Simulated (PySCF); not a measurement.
Isomers of C5H9NSi, one conformer each. The calculation used core-valence-separated Tamm–Dancoff BHandHLYP/aug-pcX-1 (pcseg-1 on H, def2-SVPD on Si) in PySCF, non-relativistic, gas phase, PBE0-D3(BJ)/def2-SVP geometry. The energies are unshifted.

P. `N#CC[C@@H]1CC[SiH2]1`
Q. `[H]/N=C\[C@H]1C=CC[SiH2]1`
R. `N#CCC1C[SiH2]C1`

Main lines, eV (oscillator strength):
1. C K: 284.0 (0.064), 284.1 (0.065), 285.1 (0.028), 285.5 (0.024), 285.5 (0.021); N K: 397.3 (0.063), 397.4 (0.063)
2. C K: 282.8 (0.056), 282.8 (0.068), 283.2 (0.071), 285.4 (0.012), 285.9 (0.023); N K: 396.1 (0.058), 399.8 (0.016)
3. C K: 284.1 (0.130), 285.5 (0.020), 285.5 (0.020), 285.7 (0.023), 285.8 (0.024); N K: 397.3 (0.063), 397.4 (0.063)
Listed: the first five lines at most of each edge with a tenth or more of its strongest line's intensity; roots within 0.03 eV on the same or equivalent atoms are summed. Only the lowest roots were sought, and the top ones are left out.

Q: Which spectrum belongs to which isomer?

A: 1 = R, 2 = Q, 3 = P.
- P: first C line listed at 284.1 eV, hole on the nitrile carbon (1s→π*); first N line listed at 397.3 eV, hole on the nitrile nitrogen (1s→π*).
- Q: first C line listed at 282.8 eV, hole on the alkene CH carbon (1s→π*); first N line listed at 396.1 eV, hole on the imine nitrogen.
- R: first C line listed at 284.0 eV, hole on the nitrile carbon (1s→π*); first N line listed at 397.3 eV, hole on the nitrile nitrogen (1s→π*).

Q: What are the ground-state energies of the isomers at BHandHLYP/aug-pcX-1 (pcseg-1 on H, def2-SVPD on Si), relative to the lowest?

A: P 9.6, Q 6.1, R 0.0 kJ/mol (electronic energies on these geometries, no dispersion or zero-point terms).
